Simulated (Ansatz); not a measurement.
Species, as SMILES: [BH] (BH) (closed-shell singlet).
Geometry (B3LYP-D3(BJ)/def2-TZVP, fixed):
```
B
H 1 1.2331
```
Charge 0, spin multiplicity 1.

Basis-set convergence of the dipole moment at PBE with Ansatz (a first-principles code). Dipoles come from the density behind the forces; the sign is taken along the dipole that this method gives in the largest set. Cartesian d functions, on some or all atoms, in 6-31G*, 6-31+G*; all else is spherical. No added dispersion term, no relativity. Reference: the value in aug-cc-pV5Z, 1.535 D. Deviations are taken from unrounded values.

```csv
basis,functions,dipole moment (D)
6-31G*,17,1.293
6-31+G*,21,1.609
cc-pVDZ,19,1.479
aug-cc-pVDZ,32,1.534
def2-SVP,19,1.597
def2-SVPD,28,1.576
pcseg-1,19,1.450
aug-pcseg-1,32,1.542
6-311G**,24,1.455
6-311+G**,28,1.566
def2-TZVP,37,1.560
def2-TZVPD,46,1.537
cc-pVTZ,44,1.504
aug-cc-pVTZ,69,1.536
pcseg-2,44,1.533
aug-pcseg-2,69,1.546
def2-TZVPP,45,1.564
def2-TZVPPD,54,1.536
cc-pVQZ,85,1.521
aug-cc-pVQZ,126,1.536
def2-QZVPP,87,1.523
def2-QZVPPD,96,1.535
pcseg-3,93,1.538
aug-pcseg-3,134,1.536
cc-pV5Z,146,1.525
aug-cc-pV5Z,207,1.535
```

What the diffuse functions change, pair by pair:
- 6-31G* to 6-31+G*: 4 more functions, deviation -0.242 to 0.074 D
- cc-pVDZ to aug-cc-pVDZ: 13 more functions, deviation -0.056 to -0.001 D
- def2-SVP to def2-SVPD: 9 more functions, deviation 0.062 to 0.041 D
- pcseg-1 to aug-pcseg-1: 13 more functions, deviation -0.085 to 0.007 D
- 6-311G** to 6-311+G**: 4 more functions, deviation -0.080 to 0.031 D
- def2-TZVP to def2-TZVPD: 9 more functions, deviation 0.025 to 0.002 D
- cc-pVTZ to aug-cc-pVTZ: 25 more functions, deviation -0.031 to 0.001 D
- pcseg-2 to aug-pcseg-2: 25 more functions, deviation -0.002 to 0.011 D
- def2-TZVPP to def2-TZVPPD: 9 more functions, deviation 0.029 to 0.001 D
- cc-pVQZ to aug-cc-pVQZ: 41 more functions, deviation -0.014 to 0.001 D
- def2-QZVPP to def2-QZVPPD: 9 more functions, deviation -0.012 to 0.000 D
- pcseg-3 to aug-pcseg-3: 41 more functions, deviation 0.003 to 0.001 D
- cc-pV5Z to aug-cc-pV5Z: 61 more functions, deviation -0.010 to 0.000 D

Leaving out the reference's own pair, they bring the value nearer the reference by more than 0.001 D in 11 of 12 pairs.
